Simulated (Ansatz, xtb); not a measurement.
System: sum formula HPO, net charge 0, singlet state. SMILES: O=P
Geometry from a B3LYP-D3(BJ)/def2-TZVP (Ansatz, a first-principles code) optimisation:
```
P
O 1 1.4834
H 1 1.4677 2 104.44
```

Harmonic wavenumbers from GFN2-xTB (xtb, at its own minimum), cm⁻¹: 994, 1286, 1872.

Task: Give the harmonic wavenumbers at B3LYP-D3(BJ)/def2-TZVP (Ansatz, finite differences of forces, unscaled).

Result: 1002, 1227, 2094 cm⁻¹. Zero-point energy 6.2 kcal/mol.

Task: From these and the geometry, give the ideal-gas thermochemistry at 298.15 K and 1 atm (rigid rotor, harmonic oscillator).

Result: Point group Cs, rotational symmetry number 1. Rotational constants 262.4, 21.03, 19.47 GHz. S(trans) 37.53, S(rot) 18.64, S(vib) 0.13, S(elec, spin only) 0.00, S 56.3 cal/(mol K). H(298) - H(0) 2.40 kcal/mol; G - E(el) -8.2 kcal/mol.
